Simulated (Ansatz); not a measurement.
`O=C[BH][GeH3]` + `[SiH3]S` → `[SiH3][S][GeH3]` + `BC=O` at 500 K and 1 bar (cleavage of the Ge–B bond).

Computed with Ansatz on PBE0-D4/def2-TZVP structures; ΔE is electronic, products minus reactants. CBS: MP2 limit from def2 TZ/QZ plus the TZ coupled-cluster correction, frozen cores. For Ge outer-core shells are correlated without core-valence functions, which leaves a few kJ/mol of doubt a bond. Scalar relativity is left out up to krypton. One conformer a species, not always the lowest.

```
          species  CCSD(T)/CBS energy (Eh)  H − E (kJ/mol)  S (J/(mol·K))
  `O=C[BH][GeH3]`              -2217.07554           183.0          400.9
        `[SiH3]S`               -689.27336           117.6          310.5
`[SiH3][S][GeH3]`              -2766.60510           175.9          412.2
           `BC=O`               -139.76288           127.0          302.2
```

H − E and S are ideal-gas, rigid-rotor, harmonic terms from PBE0-D4/def2-TZVP, for one conformer and one mirror image of each species. 1 Eh = 2625.50 kJ/mol, R = 8.31446 J/(mol·K).

Question: By hand: ΔE, ΔH, ΔS and ΔG.

Answer: ΔE = (-2766.60510) + (-139.76288) − (-2217.07554) − (-689.27336) = -0.01908 Eh = -50.1 kJ/mol. Δ(H − E) = 175.9 + 127.0 − 183.0 − 117.6 = 2.3, so ΔH = -47.8 kJ/mol. ΔS = 412.2 + 302.2 − 400.9 − 310.5 = 3.0 J/(mol·K). ΔG = -47.8 − 500 × (3.0)/1000 = -49.3 kJ/mol.

Question: By hand: the equilibrium constant, and the temperature at which ΔG would vanish if ΔH and ΔS stayed fixed.

Answer: log₁₀ K = −ΔG/(RT ln 10) = 5.2. ΔH and −TΔS have one sign here, so there is no such temperature. One of them is within its doubt of zero, so this could turn.

The number of gas molecules stays the same, so ΔS is small and ΔH decides. A doubt of 5 kJ/mol in ΔE shifts log₁₀ K by 0.5 here. Other conformers and mirror images would add mixing entropy, several J/(mol·K) or more a flexible species. Modes under 60 cm⁻¹, often nearly free rotors, make the harmonic entropy too high. These are equilibria of isolated gas molecules and say nothing of rates. Largest T1 diagnostic: 0.021 (customary marks: 0.02 for closed shells, 0.045 for open ones).
